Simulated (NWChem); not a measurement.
BF$_{2}$ (+1) in NWChem

```xyz
3

F      0.0000     0.0000    -1.2292
B      0.0000     0.0000     0.0000
F      0.0000     0.0000     1.2292
```
Charge +1, spin multiplicity 1.

The numbers come from NWChem runs, not from measurements. The geometry was optimised at B3LYP/def2-SVP, a minimum by its harmonic frequencies.

Symmetry labels belong to the abelian group D2h used in the runs, with the axes of the coordinates shown; states degenerate in a higher group split over its labels.

The spin multiplicity of the parent species was assumed, not shown to be that of its ground state. The structure started from a generated list of species.

Task: List the lowest 5 singlet excitations that CIS/aug-cc-pVDZ gives, with oscillator strengths.

Result: 
```
state  symmetry  energy (eV)  wavelength (nm)      f
-----  --------  -----------  ---------------  -----
1           b3g        14.09               88  0.000
2           b2g        14.09               88  0.000
3            au        14.21               87  0.000
4            au        14.30               87  0.000
5           b1u        14.30               87  0.000
```
